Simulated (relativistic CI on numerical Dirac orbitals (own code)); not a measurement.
## Line list: Electric-dipole lines, Zn18+

Method of calculation: Dirac-Coulomb-Breit CI, separate exchange-only KLI orbitals for each configuration, QED by a radiative potential, unscaled Slater integrals (own radial code, finite nucleus).

Configuration list (outside the closed core [Ne]): 3s², 3s3p, 3p², 3s3d, 3d², 3p3d, 3p4s, 3d4s, 3s4s, 3s4p, 3s4d, 3s4f, 3s5s, 3s5p, 3s5d, 4s², 3s5f, 3s5g, 3s6s, 3s6p, 3s6d. Levels of other configurations are missing.

| λ vac (Å) | Lower | Upper | A (s⁻¹) | log gf | S velocity/length |
| --- | --- | --- | --- | --- | --- |
| 36.960 | 3s3p ³P°1 [3] | 3s4d ³D2 [43] | 7.43e+11 | -0.12 | 0.94 |
| 37.348 | 3s3p ³P°2 [4] | 3s4d ³D3 [44] | 1.00e+12 | 0.17 | 0.94 |
| 39.069 | 3s3p ¹P°1 [5] | 3s4d ¹D2 [45] | 9.00e+11 | 0.01 | 0.97 |
| 44.683 | 3s3d ³D1 [11] | 3s4f ³F°2 [50] | 1.91e+12 | 0.46 | 0.96 |
| 44.725 | 3s3d ³D2 [12] | 3s4f ³F°3 [51] | 2.01e+12 | 0.63 | 0.96 |
| 44.792 | 3s3d ³D3 [13] | 3s4f ³F°4 [52] | 2.26e+12 | 0.79 | 0.96 |
| 46.513 | 3s3d ¹D2 [14] | 3s4f ¹F°3 [53] | 1.74e+12 | 0.60 | 0.94 |
| 99.913 | 3s4d ³D3 [44] | 3s5f ³F°4 [70] | 3.32e+11 | 0.65 | 1.00 |
| 108.86 | 3s4f ³F°2 [50] | 3s5g ³G3 [72] | 5.29e+11 | 0.82 | 1.00 |
| 108.89 | 3s4f ³F°3 [51] | 3s5g ³G4 [73] | 5.39e+11 | 0.94 | 1.00 |
| 108.94 | 3s4f ³F°4 [52] | 3s5g ³G5 [74] | 5.76e+11 | 1.05 | 1.00 |
| 111.56 | 3s4f ¹F°3 [53] | 3s5g ¹G4 [75] | 5.56e+11 | 0.97 | 1.01 |
| 184.75 | 3s3p ³P°2 [4] | 3s3d ³D3 [13] | 2.87e+10 | 0.01 | 1.03 |
| 190.61 | 3s3p ¹P°1 [5] | 3s3d ¹D2 [14] | 5.72e+10 | 0.19 | 0.98 |
| 192.50 | 3p² ³P2 [9] | 3p3d ³D°3 [21] | 2.79e+10 | 0.04 | 1.04 |
| 207.87 | 3p3d ³D°3 [21] | 3d² ³F4 [29] | 3.06e+10 | 0.25 | 1.15 |
| 218.16 | 3s² ¹S0 [1] | 3s3p ¹P°1 [5] | 3.29e+10 | -0.15 | 0.98 |
| 226.61 | 3p3d ¹F°3 [25] | 3d² ¹G4 [34] | 3.38e+10 | 0.37 | 1.38 |
| 233.01 | 3s3p ³P°2 [4] | 3p² ³P2 [9] | 1.80e+10 | -0.14 | 0.96 |
| 256.57 | 3s3d ¹D2 [14] | 3p3d ¹F°3 [25] | 2.53e+10 | 0.24 | 1.01 |

Terms are leading LS components. Brackets give the number of a level in order of energy, since labels repeat. The list gives strong lines, with weight on those to low levels. Levels whose partners in the same complex of configurations lie outside the list can be far off, and so can their lines. Rates are taken at the computed energies, electric ones in the length gauge. A velocity-to-length ratio far from 1 marks an uncertain rate.

At this charge energies of transitions that change n are usually good to better than 1 %, and those within a shell (Δn = 0) to a few per cent.

LS names give the leading component of a level, which can be under half, so a name can repeat, a term be missing and a line seem to break the LS rules.
